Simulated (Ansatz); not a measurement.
C8H7ClO2, SMILES `COc1ccc(C(=O)Cl)cc1`. Total charge 0; spin multiplicity 1. All single points use the PBE0-D4/def2-TZVP geometry. It is one conformer, not always the lowest.

```xyz
18

C     2.258   -0.577   -2.183
O     1.217   -1.289   -1.549
C     0.462   -0.644   -0.647
C     0.636    0.693   -0.289
C    -0.200    1.258    0.653
C    -1.215    0.514    1.252
C    -2.048    1.207    2.240
O    -1.941    2.339    2.579
Cl   -3.338    0.203    2.979
C    -1.380   -0.823    0.886
C    -0.553   -1.396   -0.051
H     2.732   -1.281   -2.863
H     2.996   -0.222   -1.457
H     1.869    0.272   -2.753
H     1.415    1.293   -0.738
H    -0.077    2.295    0.940
H    -2.164   -1.411    1.344
H    -0.669   -2.432   -0.344
```

**Question.** What is the dipole moment at B3LYP/def2-TZVPP? (Best estimate.)

**Answer.** Ansatz gave: 5.25 D, with components (3.51, -1.48, -3.61) D in this frame, pointing from negative to positive charge.

**Question.** And with PBE, r2SCAN, ωB97M-V? (Estimate.)

**Answer.** Computed: PBE 5.36 D, r2SCAN 5.48 D, ωB97M-V 4.98 D.

**Question.** Give the Mulliken charges with B3LYP, PBE, ωB97M-V in def2-TZVPP. (Best estimate.)

**Answer.** The calculation gave: 
```json
{"atom": "C1", "B3LYP": "-0.15", "PBE": "-0.15", "ωB97M-V": "-0.22"}
{"atom": "O2", "B3LYP": "-0.26", "PBE": "-0.19", "ωB97M-V": "-0.26"}
{"atom": "C3", "B3LYP": "0.25", "PBE": "0.23", "ωB97M-V": "0.25"}
{"atom": "C4", "B3LYP": "-0.15", "PBE": "-0.14", "ωB97M-V": "-0.14"}
{"atom": "C5", "B3LYP": "-0.14", "PBE": "-0.15", "ωB97M-V": "-0.12"}
{"atom": "C6", "B3LYP": "-0.09", "PBE": "-0.04", "ωB97M-V": "-0.08"}
{"atom": "C7", "B3LYP": "0.27", "PBE": "0.22", "ωB97M-V": "0.23"}
{"atom": "O8", "B3LYP": "-0.23", "PBE": "-0.18", "ωB97M-V": "-0.24"}
{"atom": "Cl9", "B3LYP": "-0.14", "PBE": "-0.13", "ωB97M-V": "-0.10"}
{"atom": "C10", "B3LYP": "-0.10", "PBE": "-0.09", "ωB97M-V": "-0.08"}
{"atom": "C11", "B3LYP": "-0.15", "PBE": "-0.14", "ωB97M-V": "-0.15"}
{"atom": "H12", "B3LYP": "0.13", "PBE": "0.12", "ωB97M-V": "0.14"}
{"atom": "H13", "B3LYP": "0.11", "PBE": "0.11", "ωB97M-V": "0.13"}
{"atom": "H14", "B3LYP": "0.11", "PBE": "0.11", "ωB97M-V": "0.13"}
{"atom": "H15", "B3LYP": "0.12", "PBE": "0.10", "ωB97M-V": "0.12"}
{"atom": "H16", "B3LYP": "0.15", "PBE": "0.13", "ωB97M-V": "0.14"}
{"atom": "H17", "B3LYP": "0.13", "PBE": "0.10", "ωB97M-V": "0.13"}
{"atom": "H18", "B3LYP": "0.13", "PBE": "0.11", "ωB97M-V": "0.12"}
```

B3LYP here is the variant with VWN-RPA as its local correlation; programs differ in this.
